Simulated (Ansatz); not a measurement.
SnPhH3 (C₆H₈Sn), relaxed as a singlet with RKS r2SCAN-D4/def2-SVP in Ansatz, starting from the GFN2-xTB geometry. Force threshold 0.02 eV/Å.

In the def2 sets Sn takes a core potential; there is no spin–orbit coupling.

Start:

```tsv
atom	x (Å)	y (Å)	z (Å)
Sn1	1.6392	-0.2259	-2.0429
C2	0.3063	-0.0523	-0.3812
C3	0.8010	0.0161	0.9117
C4	-0.0601	0.1427	1.9859
C5	-1.4260	0.2020	1.7759
C6	-1.9265	0.1319	0.4876
C7	-1.0632	0.0051	-0.5846
H8	1.8670	-0.0309	1.0841
H9	0.3387	0.1949	2.9887
H10	-2.0998	0.3002	2.6145
H11	-2.9924	0.1747	0.3161
H12	-1.4622	-0.0508	-1.5877
H13	0.9565	-1.0907	-3.2877
H14	3.0594	-0.9698	-1.6027
H15	2.0622	1.2528	-2.6776
```

```csv
step,energy (eV),largest force component (eV/Å),SCF passes
1,-12176.5081,0.894,18
2,-12176.6213,0.345,20
3,-12176.6464,0.094,20
4,-12176.6469,0.017,21
```

Force components are those of the run's own axes.

End:

```xyz
15

Sn    1.6646   -0.2243   -2.0724
C     0.3221   -0.0525   -0.4019
C     0.8181    0.0163    0.9111
C    -0.0537    0.1437    1.9980
C    -1.4341    0.2026    1.7858
C    -1.9405    0.1324    0.4846
C    -1.0679    0.0052   -0.6014
H     1.8965   -0.0334    1.0977
H     0.3479    0.1950    3.0148
H    -2.1162    0.3013    2.6355
H    -3.0205    0.1751    0.3134
H    -1.4840   -0.0533   -1.6132
H     0.9040   -1.1304   -3.3124
H     3.0995   -1.0049   -1.5542
H     2.0641    1.3272   -2.6853
```

By distances, no bond broke or formed. The bond that changes most is Sn1–H15, from 1.66 to 1.72 Å (atoms count from 1).

No frequencies were taken in this run, so the end may be a saddle point.

Hardware: 4 threads of Intel Xeon on a shared host. Wall time 22 s.
